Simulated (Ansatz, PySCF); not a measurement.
System: F₂Si, singlet: symmetric bend, bond length relaxed. Scanned: F-Si-F angle. Other coordinates (Si-F bond length) were minimised at PBE0/def2-TZVP.

Levels: RKS-BP86/6-31G* = restricted BP86/6-31G*, spherical d in PySCF 2.14.0; RKS-LDA (SVWN5)/6-31G* = restricted LDA (SVWN5)/6-31G*, spherical d run with PySCF 2.14.0; RKS-B3LYP/6-31G* = restricted B3LYP/6-31G*, spherical d (PySCF 2.14.0); CCSD(T)/aug-cc-pVQZ = CCSD(T) on RHF/aug-cc-pVQZ, frozen core run with Ansatz (a first-principles code).

Energies relative to the lowest point of each profile, in kJ/mol; the last columns give the difference from CCSD(T):

```json
[
 {"a / °": "180", "RKS-BP86/6-31G*": "159.8", "RKS-LDA (SVWN5)/6-31G*": "158.7", "RKS-B3LYP/6-31G*": "178.7", "CCSD(T)/aug-cc-pVQZ": "180.6", "RKS-BP86/6-31G* − CCSD(T)/aug-cc-pVQZ": "-20.8", "RKS-LDA (SVWN5)/6-31G* − CCSD(T)/aug-cc-pVQZ": "-21.9", "RKS-B3LYP/6-31G* − CCSD(T)/aug-cc-pVQZ": "-1.9"},
 {"a / °": "167", "RKS-BP86/6-31G*": "150.5", "RKS-LDA (SVWN5)/6-31G*": "149.8", "RKS-B3LYP/6-31G*": "168.2", "CCSD(T)/aug-cc-pVQZ": "171.0", "RKS-BP86/6-31G* − CCSD(T)/aug-cc-pVQZ": "-20.6", "RKS-LDA (SVWN5)/6-31G* − CCSD(T)/aug-cc-pVQZ": "-21.3", "RKS-B3LYP/6-31G* − CCSD(T)/aug-cc-pVQZ": "-2.9"},
 {"a / °": "157", "RKS-BP86/6-31G*": "131.7", "RKS-LDA (SVWN5)/6-31G*": "131.7", "RKS-B3LYP/6-31G*": "147.0", "CCSD(T)/aug-cc-pVQZ": "150.6", "RKS-BP86/6-31G* − CCSD(T)/aug-cc-pVQZ": "-18.9", "RKS-LDA (SVWN5)/6-31G* − CCSD(T)/aug-cc-pVQZ": "-18.9", "RKS-B3LYP/6-31G* − CCSD(T)/aug-cc-pVQZ": "-3.6"},
 {"a / °": "147", "RKS-BP86/6-31G*": "105.2", "RKS-LDA (SVWN5)/6-31G*": "105.9", "RKS-B3LYP/6-31G*": "117.1", "CCSD(T)/aug-cc-pVQZ": "120.5", "RKS-BP86/6-31G* − CCSD(T)/aug-cc-pVQZ": "-15.3", "RKS-LDA (SVWN5)/6-31G* − CCSD(T)/aug-cc-pVQZ": "-14.6", "RKS-B3LYP/6-31G* − CCSD(T)/aug-cc-pVQZ": "-3.4"},
 {"a / °": "137", "RKS-BP86/6-31G*": "74.3", "RKS-LDA (SVWN5)/6-31G*": "75.7", "RKS-B3LYP/6-31G*": "82.6", "CCSD(T)/aug-cc-pVQZ": "85.2", "RKS-BP86/6-31G* − CCSD(T)/aug-cc-pVQZ": "-10.9", "RKS-LDA (SVWN5)/6-31G* − CCSD(T)/aug-cc-pVQZ": "-9.5", "RKS-B3LYP/6-31G* − CCSD(T)/aug-cc-pVQZ": "-2.6"},
 {"a / °": "127", "RKS-BP86/6-31G*": "43.5", "RKS-LDA (SVWN5)/6-31G*": "45.1", "RKS-B3LYP/6-31G*": "48.5", "CCSD(T)/aug-cc-pVQZ": "50.3", "RKS-BP86/6-31G* − CCSD(T)/aug-cc-pVQZ": "-6.8", "RKS-LDA (SVWN5)/6-31G* − CCSD(T)/aug-cc-pVQZ": "-5.2", "RKS-B3LYP/6-31G* − CCSD(T)/aug-cc-pVQZ": "-1.8"},
 {"a / °": "117", "RKS-BP86/6-31G*": "17.6", "RKS-LDA (SVWN5)/6-31G*": "19.2", "RKS-B3LYP/6-31G*": "19.9", "CCSD(T)/aug-cc-pVQZ": "21.2", "RKS-BP86/6-31G* − CCSD(T)/aug-cc-pVQZ": "-3.5", "RKS-LDA (SVWN5)/6-31G* − CCSD(T)/aug-cc-pVQZ": "-2.0", "RKS-B3LYP/6-31G* − CCSD(T)/aug-cc-pVQZ": "-1.2"},
 {"a / °": "107", "RKS-BP86/6-31G*": "1.6", "RKS-LDA (SVWN5)/6-31G*": "2.6", "RKS-B3LYP/6-31G*": "2.2", "CCSD(T)/aug-cc-pVQZ": "2.6", "RKS-BP86/6-31G* − CCSD(T)/aug-cc-pVQZ": "-1.0", "RKS-LDA (SVWN5)/6-31G* − CCSD(T)/aug-cc-pVQZ": "0.0", "RKS-B3LYP/6-31G* − CCSD(T)/aug-cc-pVQZ": "-0.4"},
 {"a / °": "97", "RKS-BP86/6-31G*": "0.0", "RKS-LDA (SVWN5)/6-31G*": "0.0", "RKS-B3LYP/6-31G*": "0.0", "CCSD(T)/aug-cc-pVQZ": "0.0", "RKS-BP86/6-31G* − CCSD(T)/aug-cc-pVQZ": "0.0", "RKS-LDA (SVWN5)/6-31G* − CCSD(T)/aug-cc-pVQZ": "0.0", "RKS-B3LYP/6-31G* − CCSD(T)/aug-cc-pVQZ": "0.0"},
 {"a / °": "87", "RKS-BP86/6-31G*": "19.2", "RKS-LDA (SVWN5)/6-31G*": "17.9", "RKS-B3LYP/6-31G*": "20.2", "CCSD(T)/aug-cc-pVQZ": "21.4", "RKS-BP86/6-31G* − CCSD(T)/aug-cc-pVQZ": "-2.2", "RKS-LDA (SVWN5)/6-31G* − CCSD(T)/aug-cc-pVQZ": "-3.5", "RKS-B3LYP/6-31G* − CCSD(T)/aug-cc-pVQZ": "-1.2"},
 {"a / °": "80", "RKS-BP86/6-31G*": "51.3", "RKS-LDA (SVWN5)/6-31G*": "49.3", "RKS-B3LYP/6-31G*": "54.5", "CCSD(T)/aug-cc-pVQZ": "57.8", "RKS-BP86/6-31G* − CCSD(T)/aug-cc-pVQZ": "-6.5", "RKS-LDA (SVWN5)/6-31G* − CCSD(T)/aug-cc-pVQZ": "-8.5", "RKS-B3LYP/6-31G* − CCSD(T)/aug-cc-pVQZ": "-3.3"}
]
```

RKS-BP86/6-31G* is furthest from CCSD(T)/aug-cc-pVQZ at 180 (-20.8 kJ/mol, below); its mean absolute difference over the points is 9.7 kJ/mol.

RKS-LDA (SVWN5)/6-31G* is furthest from CCSD(T)/aug-cc-pVQZ at 180 (-21.9 kJ/mol, below); its mean absolute difference over the points is 9.6 kJ/mol.

RKS-B3LYP/6-31G* is furthest from CCSD(T)/aug-cc-pVQZ at 157 (-3.6 kJ/mol, below); its mean absolute difference over the points is 2.0 kJ/mol.
